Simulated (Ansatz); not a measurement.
`N/[C]([AlH2])=C\C=O` and `O=C/C=[CH]/[AlH2]` differ in one atom or group.

Ansatz, PBE0-D4/def2-TZVP geometries, multiplicity 1. Each molecule was computed in one conformer, which needn't be the lowest.

```json
{"property": "LUMO energy (ωB97M-V/def2-TZVPP) / eV", "`N/[C]([AlH2])=C\\C=O`": "-0.57"}
{"property": "LUMO energy (B3LYP/def2-TZVPP) / eV", "`N/[C]([AlH2])=C\\C=O`": "-2.49"}
{"property": "HOMO–LUMO gap (PBE/def2-TZVPP) / eV", "`N/[C]([AlH2])=C\\C=O`": "2.22"}
{"property": "size of the dipole moment (PBE/def2-TZVPP) / D", "`N/[C]([AlH2])=C\\C=O`": "5.09"}
{"property": "LUMO energy (PBE0/def2-TZVPP) / eV", "`N/[C]([AlH2])=C\\C=O`": "-2.29"}
{"property": "HOMO–LUMO gap (PBE0/def2-TZVPP) / eV", "`N/[C]([AlH2])=C\\C=O`": "4.36"}
```

Question: What does the change do to each property? (An estimate is asked.)

Answer: Computed: 
```json
{"property": "LUMO energy (ωB97M-V/def2-TZVPP) / eV", "`O=C/C=[CH]/[AlH2]`": "-0.76", "shift": "-0.19"}
{"property": "LUMO energy (B3LYP/def2-TZVPP) / eV", "`O=C/C=[CH]/[AlH2]`": "-2.92", "shift": "-0.43"}
{"property": "HOMO–LUMO gap (PBE/def2-TZVPP) / eV", "`O=C/C=[CH]/[AlH2]`": "2.39", "shift": "0.17"}
{"property": "size of the dipole moment (PBE/def2-TZVPP) / D", "`O=C/C=[CH]/[AlH2]`": "1.96", "shift": "-3.13"}
{"property": "LUMO energy (PBE0/def2-TZVPP) / eV", "`O=C/C=[CH]/[AlH2]`": "-2.71", "shift": "-0.42"}
{"property": "HOMO–LUMO gap (PBE0/def2-TZVPP) / eV", "`O=C/C=[CH]/[AlH2]`": "4.85", "shift": "0.49"}
```

With PBE0 the HOMO falls by 0.92 eV and the LUMO falls by 0.42 eV, so the gap widens by about 0.50 eV. PBE moves the HOMO by -0.73 eV and ωB97M-V by -1.23 eV. Dipoles are sizes alone; their direction can turn.

B3LYP here is the variant with VWN-RPA as its local correlation; programs differ in this.
